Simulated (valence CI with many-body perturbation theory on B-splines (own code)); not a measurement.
Valence orbitals of Ge19+

Computed by relativistic CI+MBPT: three valence electrons over a frozen Dirac-Fock core [Ne], radial functions for each j: 11 s, 11 p, 10 d, 8 f, 5 g, 2 h, with the one-electron correlation potential Σ1, the two-electron term Σ2, the three-electron term Σ3, Breit, model QED; selected CI, second order for the rest, scaled by the run's own slope (own B-spline code, finite nucleus).

No measured spectrum was set against this ion. As an estimate, levels of excited configurations hold to 0.05 to 0.15 % of their energy, terms of the ground configuration to about 0.5 %.

These are the spectroscopic orbitals of the CI (the correlating ones are not listed), shaped by the core and the other valence electrons. h is the expectation value of the core's Dirac-Fock operator, without the valence repulsion; Σ1 is computed up to l = 3 at one energy for each symmetry, that of its lowest orbital but kept below the first core excitation, so for empty shells it is not the orbital's own correlation shift; Breit and QED include the response of the core.

```
Orbital  h (hartree)  Σ1 (cm⁻¹)  Breit (cm⁻¹)  QED (cm⁻¹)  ⟨r⟩ (bohr)
  3s1/2      -32.325      -5664          2125        1450      0.5265
  4s1/2      -17.262      -1814           805         561      0.9940
  5s1/2      -10.722       -802           376         265       1.620
  6s1/2      -7.3047       -431           207         147       2.392
  7s1/2      -5.2952       -260           127        89.8       3.314
  8s1/2       -4.014       -169          83.0        58.9       4.386
  3p1/2      -30.573      -6794          3438        -105      0.5126
  4p1/2      -16.543      -2153          1303       -38.5      0.9993
  5p1/2      -10.366       -979           630       -18.5       1.637
  6p1/2      -7.1029       -532           353       -10.3       2.424
  7p1/2      -5.1699       -323           218        -6.3       3.360
  8p1/2       -3.931       -211           144        -4.2       4.446
  3p3/2      -30.299      -6596          2137        21.1      0.5179
  4p3/2      -16.434      -2109           796         9.1       1.006
  5p3/2      -10.312       -962           390         4.6       1.646
  6p3/2      -7.0722       -524           218         2.6       2.434
  7p3/2      -5.1509       -318           134         1.6       3.373
  8p3/2      -3.9184       -208          88.4         1.1       4.460
  3d3/2      -27.944      -7694          1328       -66.0      0.4645
  4d3/2       -15.55      -2120           488       -23.7      0.9758
  5d3/2      -9.8828       -938           235       -11.4       1.634
  6d3/2      -6.8307       -506           131        -6.4       2.441
  7d3/2      -5.0014       -306          80.9        -3.9       3.398
  3d5/2      -27.894      -7539           556       -33.3      0.4659
  4d5/2      -15.528      -2074           203       -10.7      0.9776
  5d5/2      -9.8714       -918          98.4        -4.9       1.636
  6d5/2      -6.8241       -495          55.1        -2.7       2.444
  7d5/2      -4.9973       -300          34.0        -1.6       3.401
  4f5/2      -15.103      -1452          27.9        -4.9      0.8739
  5f5/2      -9.6578       -731          19.9        -2.8       1.544
  6f5/2      -6.7022       -418          13.0        -1.7       2.363
  7f5/2      -4.9212       -261           8.7        -1.1       3.332
  4f7/2      -15.095      -1441           1.4         0.2      0.8747
  5f7/2      -9.6536       -724           1.1        -0.3       1.545
  6f7/2      -6.6997       -414           0.7        -0.3       2.364
  7f7/2      -4.9196       -259           0.5        -0.2       3.333
  5g7/2      -9.6132                      0.4        -0.8       1.368
  6g7/2      -6.6766                      0.4        -0.5       2.190
  7g7/2       -4.905                      0.3        -0.3       3.163
  5g9/2      -9.6108                     -0.1         0.6       1.369
  6g9/2      -6.6752                     -0.1         0.3       2.191
  7g9/2      -4.9041                     -0.1         0.2       3.164
  6h9/2      -6.6693                                            1.948
 6h11/2      -6.6684                                            1.949
```

Among the shells of the start configuration 3s2 3p1, Σ1 is largest in size for 3p1/2, where it is 0.10 % of h.

Lowest root of each symmetry, sizes in configuration state functions:

| J | Parity | Roots | Reference | Variational | Second order | Change by selected CI (cm⁻¹) | Change by second order (cm⁻¹) |
| --- | --- | --- | --- | --- | --- | --- | --- |
| 1/2 | even | 15 | 101 | 10542 | 20736 | -1459 | 0 |
| 3/2 | even | 22 | 159 | 17204 | 34761 | -1283 | 0 |
| 5/2 | even | 21 | 165 | 19332 | 42618 | -1431 | 0 |
| 7/2 | even | 12 | 123 | 15861 | 53587 | -2784 | -1 |
| 9/2 | even | 8 | 77 | 13424 | 46394 | -3313 | -1 |
| 11/2 | even | 2 | 29 | 8255 | 46885 | -11023 | -7 |
| 1/2 | odd | 16 | 91 | 10977 | 21590 | -2809 | 0 |
| 3/2 | odd | 24 | 144 | 17113 | 34924 | -2779 | 0 |
| 5/2 | odd | 20 | 140 | 17184 | 48906 | -2068 | -1 |
| 7/2 | odd | 14 | 104 | 17482 | 59936 | -2196 | -1 |
| 9/2 | odd | 7 | 54 | 12799 | 41306 | -2110 | -2 |
| 11/2 | odd | 3 | 22 | 10383 | 43490 | -3840 | -1 |
